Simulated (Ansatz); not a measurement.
Problem. Name a neutral molecule of C, Cl, Ge and H with size of the dipole moment (ωB97M-V/def2-TZVPP) between 1.75 and 2.05 D and size of the dipole moment (B3LYP/def2-TZVPP) between 2.00 and 2.30 D (Ansatz, PBE0-D4/def2-TZVP geometry).

Solution. `[Cl][GeH]1[CH]=[CH]1` (2.03 D, 2.02 D). Other molecules can fit too; these were computed, each in one conformer that needn't be the lowest.

B3LYP here is the variant with VWN-RPA as its local correlation; programs differ in this.
